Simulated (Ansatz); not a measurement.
Energy needed to pull apart SbHF₂ (SMILES [F][SbH][F]), closed shell, into free ground-state atoms, from the structure below (displaced at random from a GFN2-xTB minimum); no zero-point or spin–orbit terms; open-shell atoms are treated unrestricted, in their ground-state multiplicity.

F1  (1.143, -0.672, 0.933)
Sb2  (-0.672, -0.493, 0.102)
F3  (-0.567, 1.456, 0.276)
H4  (0.142, -0.359, -1.363)
(Å)

Computed with Ansatz 0.2.0 (basis: def2-TZVPP); correlated methods freeze the cores. Filled d shells of the heavier atoms are correlated. Core potentials replace the inner electrons of the atoms past krypton. The def2 sets are not built for correlating such inner shells, so the correlated values are less sure here.

| method | atomization energy (kcal/mol) |
| --- | --- |
| SPW92 | 324.3 |
| PBE-D4 | ? |
| r2SCAN-D4 | ? |
| PBE0-D4 | 258.0 |
| wB97X-V | 270.4 |
| wB97M-V | 264.3 |
| HF | 151.6 |
| MP2 | 259.2 |
| CCSD | 244.1 |
| CCSD(T) | 251.9 |

(1) What does PBE-D4 give? (To be estimated.)

(2) What does r2SCAN-D4 give? (An estimate is asked for; the value comes from the calculation.)

The T1 diagnostic stays at or below 0.016.

## Answers

(1) The calculation gives: 278.2 kcal/mol, which is about 26.3 kcal/mol more than CCSD(T)/def2-TZVPP.

(2) By the calculation: 264.9 kcal/mol, which is about 13.1 kcal/mol more than CCSD(T)/def2-TZVPP.

In triple zeta the MP2 and coupled-cluster atomization energies are still short of their basis limit by a few kcal/mol a bond, whereas those of the functionals are nearly converged, so these differences are not deviations from converged CCSD(T).

For scale, one of the runs: CCSD(T)/def2-TZVPP forces, 126 basis functions (an equivalent command: `ansatz run in.yaml --threads 4`). Hardware: 4 CPU threads, shared host. Wall time 53 s; peak host memory 1.2 GiB.
